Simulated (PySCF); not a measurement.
Isomers of CH4F2Ge, one conformer each. Level of theory: core-valence-separated Tamm–Dancoff BHandHLYP/aug-pcX-1 (pcseg-1 on H, def2-SVPD on Ge) in PySCF, non-relativistic, gas phase, PBE0-D3(BJ)/def2-SVP geometry. No empirical shift is added; at this level the pattern usually sits a few eV under experiment.

P. `F[CH2][GeH2][F]`
Q. `F[CH](F)[GeH3]`

Main lines, eV (oscillator strength):
1. C K: 286.1 (0.043), 287.9 (0.049), 288.3 (0.040), 289.1 (0.014), 289.4 (0.008); F K: 683.3 (0.021), 684.6 (0.025), 685.8 (0.007), 686.1 (0.006), 686.7 (0.009)
2. C K: 288.8 (0.065), 288.9 (0.054), 289.7 (0.050); F K: 686.0 (0.054), 687.0 (0.013), 687.5 (0.018)
Listed: the first five lines at most of each edge with a tenth or more of its strongest line's intensity; roots within 0.03 eV on the same or equivalent atoms are summed. Only the lowest roots were sought, and the top ones are left out.

Problem. Which spectrum belongs to which isomer?

Solution. 1 = P, 2 = Q.
- P: first C line listed at 286.1 eV, hole on the sp3 C–F carbon; first F line listed at 683.3 eV, hole on the fluorine bonded to Ge.
- Q: first C line listed at 288.8 eV, hole on the CHF2 carbon; first F line listed at 686.0 eV, hole on the fluorine of a CF2 group.

Problem. What are the ground-state energies of the isomers at BHandHLYP/aug-pcX-1 (pcseg-1 on H, def2-SVPD on Ge), relative to the lowest?

Solution. P 0.0, Q 111.8 kJ/mol (electronic energies on these geometries, no dispersion or zero-point terms).
